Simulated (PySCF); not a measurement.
WF₄, SMILES [F][W]([F])([F])[F] (connectivity only; charge and spin as stated), neutral, multiplicity 3.

The structure is a stationary point at B3LYP-D3(BJ)/def2-SVP. A frequency run showed that this geometry is not a minimum. The multiplicity is an assumed one; other spin states were not compared. The def2 effective core potentials stand for the cores of W; spin–orbit coupling is left out.

All values below come from TDA-PBE/def2-SVPD in PySCF.

Vertical excitations. Isolated molecule, no solvent.

```
state    energy (eV)  λ (nm)      f             main pairs
-------  -----------  ------  -----  ---------------------
root 1          0.60    2056  0.000       α HOMO→LUMO 99 %
root 2          0.98    1267  0.000    α HOMO→LUMO+1 100 %
root 3          2.10     591  0.000     α HOMO−1→LUMO 99 %
root 4          2.66     467  0.000  α HOMO−1→LUMO+1 100 %
root 5          4.30     288  0.007     α HOMO→LUMO+2 99 %
root 6          4.74     262  0.000    α HOMO→LUMO+3 100 %
root 7          5.10     243  0.000      β HOMO→LUMO 100 %
root 8          5.11     243  0.000     α HOMO−2→LUMO 98 %
root 9          5.44     228  0.000     β HOMO−1→LUMO 99 %
root 10         5.48     226  0.000     α HOMO−3→LUMO 98 %
```
Unrestricted roots are not spin-pure.
